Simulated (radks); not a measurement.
Values are calculated unless marked as measured or tabulated.
Species: the oxygen ion O3+. Configuration: [He] 2s2 2p1 (the NIST ground configuration). Level of theory: Dirac Kohn-Sham, PBEsol, spin-unpolarised, spherical densities, finite nucleus; open shells fill j = l - 1/2 first; Fermi nuclear charge, rms radius 2.6991 fm (a radial shooting solver on a logarithmic mesh with Libxc functionals).

Radial electron density D(r) = 4 pi r^2 rho(r):

r (bohr),D(r) (e/bohr)
0.007665,0.2096
0.008437,0.2507
0.009362,0.3041
0.01031,0.3628
0.01143,0.4385
0.01259,0.5214
0.01397,0.6277
0.01537,0.7434
0.01706,0.8907
0.01878,1.050
0.02083,1.250
0.02293,1.464
0.02525,1.709
0.02801,2.013
0.03083,2.330
0.03421,2.718
0.03766,3.116
0.04179,3.591
0.046,4.067
0.05104,4.620
0.05618,5.157
0.06234,5.756
0.06862,6.311
0.07614,6.896
0.08382,7.398
0.09226,7.843
0.1024,8.232
0.1127,8.479
0.125,8.599
0.1376,8.554
0.1527,8.323
0.1681,7.942
0.1865,7.359
0.2053,6.691
0.2278,5.872
0.2508,5.079
0.2761,4.306
0.3063,3.555
0.3372,2.993
0.3741,2.569
0.4118,2.363
0.457,2.334
0.503,2.454
0.5582,2.685
0.6144,2.928
0.6817,3.149
0.7504,3.256
0.8327,3.226
0.9166,3.047
1.009,2.738
1.119,2.294
1.232,1.835
1.367,1.343
1.505,0.9402
1.67,0.5899
1.838,0.3546
2.04,0.1863
2.245,0.09377
2.491,0.03987
2.743,0.01618
3.043,0.005326
3.35,0.001671

D(r) has 2 maxima, at r = 0.128, 0.775 bohr, and minima at 0.439 bohr, inside which lie 2.13 electrons.
